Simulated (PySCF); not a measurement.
CH₇O₂PSi, SMILES C[Si](O)(P)O.

Coordinates come from a PBE0-D3(BJ)/def2-SVP optimisation. This is a generated structure with no PubChem entry under its InChIKey; it may be hypothetical. The values are those of a single conformer.

The numbers are results of PBE/def2-TZVP run with PySCF, not measurements.

Gas-phase values at a fixed geometry.

Task: Estimate the frontier levels, gap, dipole moment and polarisability. (Estimate from the structure and the level; the computed values follow.)

Result: 
```yaml
highest_occupied_level: -6.17 eV
lowest_empty_level: -0.47 eV
orbital_gap: 5.70 eV
dipole_moment: 1.42 D
quadrupole, principal values (traceless, Buckingham form, about the centre of nuclear charge): -8.91, 3.87, 5.04 D·Å
mean_static_polarisability: 72.4 bohr³ (10.72 Å³)
polarisability_principal_values: 64.2, 67.8, 85.1 bohr³
```
